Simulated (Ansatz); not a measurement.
The cluster Cd₃Te₃⁻, relaxed as a doublet with UKS PBE-D4/def2-SVPD in Ansatz, starting from the PBE-D4/def2-SVP geometry of the neutral singlet. Force threshold 0.02 eV/Å.

In the def2 sets Cd, Te take a core potential; there is no spin–orbit coupling. The structure comes from a short search, and lower isomers may exist.

Start:

```xyz
6

Cd   -0.5418    0.7857   -1.6435
Cd    1.4762   -0.3913    0.4038
Cd   -0.2254    1.1224    2.4829
Te    2.0687    1.4376   -1.5651
Te   -0.4043   -2.4248    0.4346
Te   -2.3734   -0.5296   -0.1127
```

Question: Estimate the energy that the relaxation releases and the steps that it takes.

Answer: 0.34 eV, in 19 steps; 68 s on 2 threads of AMD EPYC 7R13 on a shared host and a share (18 GiB) of an NVIDIA H100 80GB HBM3. No frequencies were taken in this run, so the end may be a saddle point.

Question: Does the start keep its bonding and symmetry?

Answer: Bonds lost: Cd2–Cd3 (atoms count from 1). Metal–metal contacts that move far: Cd1–Cd3 4.15 to 3.25 Å.

Question: Predict the relaxed structure.

Answer: 
```xyz
6

Cd   -0.5398    0.9031   -1.0181
Cd    2.0536   -0.8916   -0.0259
Cd   -0.4947    1.2295    2.2137
Te    2.0275    1.5468   -1.4923
Te   -0.4047   -2.0676    0.7969
Te   -2.6418   -0.7202   -0.4744
```
Bond lengths (bridged metal pairs left out): 4 × Cd–Te 2.69 to 2.85 Å; 1 × Cd–Cd 3.25 Å; 1 × Te–Te 2.90 Å.
